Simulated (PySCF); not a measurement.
Species: `COc1ccs[c]1[GaH2]`. The columns A, B, C and D hold Mulliken, IAO, Hirshfeld and ESP-fitted charges (e) of one PBE0/pcSseg-1 density (PySCF), in a shuffled order. Coordinates in Å (PBE0-D3(BJ)/def2-SVP); the density's dipole moment is (-1.48, -2.55, 0.73) D.

```csv
atom,x,y,z,A,B,C,D
C1,0.566,-2.065,0.955,-0.052,-0.028,-0.200,-0.196
O2,0.899,-0.787,0.490,-0.471,-0.101,-0.311,-0.271
C3,-0.080,-0.019,-0.019,+0.296,+0.053,+0.199,+0.410
C4,-1.449,-0.396,-0.154,-0.102,-0.095,-0.240,-0.342
C5,-2.199,0.610,-0.714,-0.264,-0.077,-0.303,-0.234
S6,-1.255,1.985,-1.067,+0.304,+0.097,+0.382,+0.041
C7,0.203,1.266,-0.473,-0.744,-0.209,-0.515,-0.412
Ga8,1.890,2.204,-0.492,+0.637,+0.380,+0.505,+0.701
H9,0.165,-2.703,0.147,+0.111,+0.043,+0.131,+0.110
H10,1.492,-2.515,1.334,+0.139,+0.058,+0.165,+0.139
H11,-0.172,-2.023,1.775,+0.111,+0.043,+0.132,+0.110
H12,-1.868,-1.357,0.144,+0.107,+0.050,+0.158,+0.191
H13,-3.267,0.593,-0.929,+0.138,+0.059,+0.174,+0.229
H14,1.883,3.663,-1.075,-0.112,-0.141,-0.143,-0.235
H15,3.193,1.537,0.058,-0.097,-0.131,-0.133,-0.241
```

Task: Which column most likely holds the ESP-fitted charges?

Result: D. Σ q r misses the density's dipole by 0.08 D (D), 1.81 D (B), 2.25 D (C), 2.57 D (A). Charges fitted to the outside potential are the only set here that is tied to the molecule's multipoles.

Task: And the Hirshfeld charges?

Result: B. The mean sizes are 0.104 e (B), 0.246 e (A), 0.246 e (C), 0.258 e (D), and Hirshfeld charges are commonly the smallest of these schemes.

As computed, A = Mulliken, B = Hirshfeld, C = IAO, D = ESP-fitted. Hydrogens on carbon: Mulliken +0.11 to +0.14, Hirshfeld +0.04 to +0.06, IAO +0.13 to +0.17, ESP-fitted +0.11 to +0.23 e.

The IAO scheme counts the electrons in orthogonalised intrinsic atomic orbitals, a minimal basis polarised so that it spans the occupied orbitals exactly. The Hirshfeld scheme weights the molecular density at each point by an atom's share of the summed free-atom densities.

The structure is a single PBE0-D3(BJ)/def2-SVP conformer in the gas phase; no vibrational or solvent corrections. The calculation is non-relativistic, for gallium too.

The values belong to the conformer `[CH3:1][O:2][c:3]1[cH:4][cH:5][s:6][c:7]1[GaH2:8]`: C1–O2–C3–C4 -1°.
